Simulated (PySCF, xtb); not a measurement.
Zn(NH3)4 (H₁₂N₄Zn), SMILES [NH3]->[Zn+2](<-[NH3])(<-[NH3])<-[NH3], charge +2.

Harmonic wavenumbers (cm⁻¹) from GFN2-xTB (xtb) at its own minimum, in rising order: 23, 73, 74, 75, 91, 91, 115, 115, 115, 298, 330, 330, 330, 518, 518, 518, 567, 568, 604, 604, 604, 1341, 1341, 1341, 1365, 1476, 1476, 1476, 1487, 1487, 1487, 1490, 1490, 3323, 3323, 3324, 3324, 3324, 3326, 3326, 3326, 3354, 3354, 3354, 3363.

Task: What does PBE-D3(BJ)/def2-SVP (PySCF 2.14.0) give at its own minimum? (An estimate is asked for; the answer gives what the named calculation found.)

Result: 56, 75, 75, 75, 98, 98, 123, 123, 123, 379, 393, 393, 393, 594, 594, 594, 660, 660, 689, 689, 689, 1298, 1298, 1298, 1313, 1586, 1586, 1586, 1592, 1592, 1599, 1599, 1599, 3351, 3351, 3351, 3357, 3438, 3438, 3439, 3439, 3439, 3440, 3440, 3440. Paired by order, the mean absolute difference is 66 cm⁻¹ and the zero-point energies are 91.3 and 95.0 kcal/mol.
